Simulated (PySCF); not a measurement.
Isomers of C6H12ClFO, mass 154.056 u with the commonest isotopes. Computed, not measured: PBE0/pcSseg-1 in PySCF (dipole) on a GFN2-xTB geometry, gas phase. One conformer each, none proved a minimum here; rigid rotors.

Task: Order these by dipole moment, largest first.
A. `[CH3:1][CH2:2][C@@H:3]([F:4])[C@H:5]([CH2:6][Cl:7])[O:8][CH3:9]` with C1–C2–C3–F4 65°, C2–C3–C5–C6 180°, C3–C5–C6–Cl7 -70°, C3–C5–O8–C9 -170°
B. `[CH3:1][CH2:2][C@@H:3]([CH2:4][O:5][CH3:6])[C@H:7]([F:8])[Cl:9]` with C1–C2–C3–C4 68°, C2–C3–C4–O5 -179°, C3–C4–O5–C6 -179°, C2–C3–C7–F8 63°
C. `[CH3:1][CH2:2][O:3][C@:4]([CH3:5])([CH2:6][F:7])[CH2:8][Cl:9]` with C1–C2–O3–C4 174°, C2–O3–C4–C5 170°, O3–C4–C6–F7 -75°, O3–C4–C8–Cl9 -170°
D. `[CH3:1][CH:2]([CH3:3])[O:4][C@@H:5]([CH3:6])[C@H:7]([F:8])[Cl:9]` with C1–C2–O4–C5 161°, C2–O4–C5–C6 126°, O4–C5–C7–F8 -177°

Result: B (3.03 D), A (2.68 D), D (2.05 D), C (1.51 D).

Task: Order these by radius of gyration √(Σ m r²/M), largest first.
A. `[CH3:1][CH2:2][C@@H:3]([O:4][CH3:5])[C@:6]([CH3:7])([F:8])[Cl:9]` with C1–C2–C3–O4 72°, C2–C3–O4–C5 -150°, C2–C3–C6–C7 -64°
B. `[CH3:1][O:2][C@@H:3]([CH3:4])[C@@H:5]([Cl:6])[CH2:7][CH2:8][F:9]` with C1–O2–C3–C4 70°, O2–C3–C5–Cl6 -66°, C3–C5–C7–C8 170°, C5–C7–C8–F9 -69°
C. `[CH3:1][CH:2]([CH3:3])[O:4][C@@H:5]([CH3:6])[C@H:7]([F:8])[Cl:9]` with C1–C2–O4–C5 161°, C2–O4–C5–C6 126°, O4–C5–C7–F8 -177°

Result: B (2.312 Å), C (2.264 Å), A (2.127 Å).

Task: Order these by rotational constant B, smallest first.
A. `[CH3:1][CH2:2][O:3][C@:4]([CH3:5])([CH2:6][F:7])[CH2:8][Cl:9]` with C1–C2–O3–C4 174°, C2–O3–C4–C5 170°, O3–C4–C6–F7 -75°, O3–C4–C8–Cl9 -170°
B. `[CH3:1][CH2:2][C@@H:3]([F:4])[C@H:5]([CH2:6][Cl:7])[O:8][CH3:9]` with C1–C2–C3–F4 65°, C2–C3–C5–C6 180°, C3–C5–C6–Cl7 -70°, C3–C5–O8–C9 -170°
C. `[CH3:1][CH2:2][C@@H:3]([CH2:4][O:5][CH3:6])[C@H:7]([F:8])[Cl:9]` with C1–C2–C3–C4 68°, C2–C3–C4–O5 -179°, C3–C4–O5–C6 -179°, C2–C3–C7–F8 63°
D. `[CH3:1][CH:2]([CH3:3])[O:4][C@@H:5]([CH3:6])[C@H:7]([F:8])[Cl:9]` with C1–C2–O4–C5 161°, C2–O4–C5–C6 126°, O4–C5–C7–F8 -177°
E. `[CH3:1][CH2:2][O:3][CH2:4][C@@:5]([CH3:6])([Cl:7])[CH2:8][F:9]` with C1–C2–O3–C4 -70°, C2–O3–C4–C5 -173°, O3–C4–C5–C6 60°, C4–C5–C8–F9 -54°
F. `[CH3:1][CH2:2][C@@H:3]([O:4][CH3:5])[C@:6]([CH3:7])([F:8])[Cl:9]` with C1–C2–C3–O4 72°, C2–C3–O4–C5 -150°, C2–C3–C6–C7 -64°

Result: E (786.0 MHz), A (804.8 MHz), B (870.8 MHz), D (910.6 MHz), C (1007 MHz), F (1117 MHz).

```tsv
SMILES	point group	Ia (u·Å²)	Ib (u·Å²)	Ic (u·Å²)	κ	μa (D)	μb (D)	μc (D)
CC(C)O[C@@H](C)[C@H](F)Cl	C1	275.62	555.02	748.58	-0.59	1.71	1.11	0.21
CCO[C@](C)(CF)CCl	C1	252.03	627.93	680.96	-0.90	1.36	0.37	0.54
CC[C@@H](COC)[C@H](F)Cl	C1	384.41	501.76	703.16	-0.03	2.56	1.50	0.64
CC[C@@H](F)[C@H](CCl)OC	C1	293.48	580.38	725.88	-0.66	0.23	2.24	1.44
CCOC[C@@](C)(Cl)CF	C1	260.89	642.96	699.91	-0.89	1.92	1.51	1.13
CC[C@@H](OC)[C@](C)(F)Cl	C1	318.08	452.49	623.49	-0.21	1.46	0.08	0.56
CO[C@@H](C)[C@@H](Cl)CCF	C1	261.31	647.67	737.27	-0.85	1.87	1.91	0.35
```
